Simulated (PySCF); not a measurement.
Telling isomers of C2H9NO2Si3 apart by NMR

Calculated, not measured (PySCF): coordinates at the GFN2-xTB level, NMR shieldings at PBE0/pcSseg-1/GIAO. Averaged over atoms made equivalent by symmetry, fast rotation or ring inversion, one conformer, non-relativistic, gas phase.

References, each an isolated molecule treated in the same way: TMS for 1H (σref 31.72) and 13C (σref 186.93). Where no couplings were computed, multiplicities follow the n + 1 count of equivalent neighbours, and m marks all less simple cases (inequivalent or close neighbours, rings, F or P nearby). Shifts are as computed. Against solution values, carbons near 30 ppm lie about +3 ppm off and those near 130 ppm about +5 ppm. Of 1309 compounds with measured shifts, 239 miss one by over three times the rms of a fit or turn the order of signals round; such compounds aren't used in these exercises. OH and NH positions are gas-phase values without hydrogen bonding to other molecules.

(1) Tabulate the signals of `N#CC[SiH2]O[SiH2]O[SiH3]`, `O[SiH2]O[Si@@H]1C=C[SiH2]N1` and their relative energies.

(2) What is the quickest way to tell N#CC[SiH2]O[SiH2]O[SiH3] from O[SiH2]O[Si@@H]1C=C[SiH2]N1?

Results:

(1) 
| SMILES | carbon types | δC | δH | E rel. (kcal/mol) |
| --- | --- | --- | --- | --- |
| N#CC[SiH2]O[SiH2]O[SiH3] | 1×C 1×CH2 | 123.0, 3.9 | 5.37 (s, 3H), 5.31 (t, 2H), 5.07 (s, 2H), 1.72 (t, 2H) | 19.8 |
| O[SiH2]O[Si@@H]1C=C[SiH2]N1 | 2×CH | 159.2, 156.1 | 7.50 (m, 1H), 7.49 (m, 1H), 5.48 (m, 1H), 5.29 (m, 1H), 5.17 (m, 1H), 5.16 (m, 1H), 5.15 (m, 1H), 3.31 (br s, 1H), 0.51 (br s, 1H) | 0.0 |

Energies are electronic energies at PBE0/pcSseg-1 on these geometries, without zero-point or thermal terms, each for the one conformer computed, which needn't be the lowest.

(2) Both give the same number of carbon signals, but DEPT or the intensities differ. The first has a nitrile carbon (C) at 123.0 ppm, the second an alkene CH at 159.2 ppm. In the proton spectra the most deshielded non-exchanging signals are 5.37 (s, 3H) and 7.50 (m, 1H).
